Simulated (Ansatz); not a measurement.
Ag₂Se⁺ (the lowest doublet isomer of a short search). Total charge 1; doublet. Geometry PBE-D4/def2-TZVP, basis def2-TZVP, Ansatz.

Cartesian coordinates in Å:
```
Ag 1.686 0.732 -0.035
Ag -0.931 -1.586 0.018
Se -0.756 0.853 0.017
```

| run | HOMO (eV) | LUMO (eV) |
| --- | --- | --- |
| A | -12.18 | -9.02 |
| B | -13.43 | -7.92 |
| C | -12.09 | -9.50 |
| D | -11.36 | -9.85 |
| E | -11.28 | -10.28 |
| F | -11.73 | -9.40 |

In the def2 sets Ag takes a core potential; there is no spin–orbit coupling. B3LYP takes the VWN-RPA correlation. The structure comes from a short search, and lower isomers may exist.

HOMO and LUMO are taken over both spins.

Problem. The runs used B3LYP, CAM-B3LYP, PBE, PBE0, r2SCAN, r2SCANh. Estimate which is which.

Solution. A PBE0 (25 % exact exchange); B CAM-B3LYP (range-separated); C B3LYP (20 % exact exchange); D r2SCAN (0 % exact exchange); E PBE (0 % exact exchange); F r2SCANh (10 % exact exchange). Exact exchange lowers occupied and raises empty levels; among semilocal functionals meta-GGAs tend to open the gap a little, and such runs are hard to tell apart. The gap grows from 1.00 eV (PBE) to 5.51 eV (CAM-B3LYP).
